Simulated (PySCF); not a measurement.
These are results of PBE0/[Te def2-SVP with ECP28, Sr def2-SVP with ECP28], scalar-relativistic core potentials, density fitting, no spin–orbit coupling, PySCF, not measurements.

```xyz
3
charge 0 multiplicity 1, angstrom
Te    0.0000    0.0000   -1.3755
Sr    1.8395    0.0000    1.0164
Sr   -1.8395    0.0000    1.0164
```

Sr₂Te (singlet), along the line from Te1 (at 0) through Sr2 (at 3.017 Å). Core electrons replaced by a potential are absent, the electrostatic potential uses the reduced nuclear charge, and values within about 0.7 Å of such atoms have no physical meaning.

**Question.** Tabulate the fields along this line at -0.91, 0.75, 1.06, 1.36, 1.66, 1.96, 2.26, 3.92, 4.22, 4.53, 4.83 Å.

**Answer.** 
| distance (Å) | electron density (e/Å³) | electron localisation function | electrostatic potential (V) |
| --- | --- | --- | --- |
| -0.91 | 0.853 | 0.316 | 22.8 |
| 0.75 | 1.74 | 0.242 | 42.5 |
| 1.06 | 0.59 | 0.517 | 13 |
| 1.36 | 0.326 | 0.661 | 5.23 |
| 1.66 | 0.235 | 0.184 | 6.36 |
| 1.96 | 0.458 | 0.379 | 14.7 |
| 2.26 | 1.69 | 0.868 | 41 |
| 3.92 | 0.955 | 0.864 | 24.6 |
| 4.22 | 0.219 | 0.539 | 11.4 |
| 4.53 | 0.0547 | 0.124 | 6.58 |
| 4.83 | 0.0202 | 0.0649 | 4.23 |

On a grid of 0.15 Å the density has a local minimum along the bond near 1.66 Å from Te, at 0.23 e/Å³, where the ELF is 0.18.
